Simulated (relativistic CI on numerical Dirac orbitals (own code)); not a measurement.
## Radial parameters of Tb57+

Computed by Dirac-Coulomb-Breit CI, orbitals from a KLI potential per configuration, QED by a radiative potential, unscaled Slater integrals (own radial code, finite nucleus).

Slater integrals F^k, G^k are unscaled and averaged over j, outside the closed core 1s2; ζ comes from projecting the Hamiltonian with its Breit term on Σ l·s of the shell.

- 2s2 2p4: F^2(2p,2p) = 1.2139e+06, ζ(2p) = 4.1959e+06 cm⁻¹; <r>(2p) = 0.0777, <r^2>(2p) = 0.007347 (bohr units).
- 2s 2p5: G^1(2s,2p) = 1.3042e+06, ζ(2p) = 4.1836e+06 cm⁻¹; <r>(2s) = 0.08844, <r^2>(2s) = 0.009261, <r>(2p) = 0.07779, <r^2>(2p) = 0.007366 (bohr units).
- 2p5 3s: ζ(2p) = 4.2269e+06, G^1(2p,3s) = 130410 cm⁻¹; <r>(2p) = 0.07751, <r^2>(2p) = 0.007311, <r>(3s) = 0.2087, <r^2>(3s) = 0.04974 (bohr units).

Averages of the first 10 configurations, taken without configuration mixing, which lowers the lowest level and can move excited configurations by several eV; other configurations of the list can lie among them:

| Configuration | Parity | States | Average energy above the lowest level (eV) |
| --- | --- | --- | --- |
| 2s2 2p4 | even | 15 | 528.3 |
| 2s 2p5 | odd | 12 | 1398.0 |
| 2p6 | even | 1 | 2320.8 |
| 2p5 3s | odd | 12 | 9126.1 |
| 2p5 3p | even | 36 | 9368.2 |
| 2p5 3d | odd | 60 | 9583.0 |
| 2s2 2p3 3s | odd | 40 | 7398.5 |
| 2s2 2p3 3p | even | 120 | 7649.9 |
| 2s2 2p3 3d | odd | 200 | 7865.0 |
| 2s 2p4 3s | even | 60 | 8235.6 |
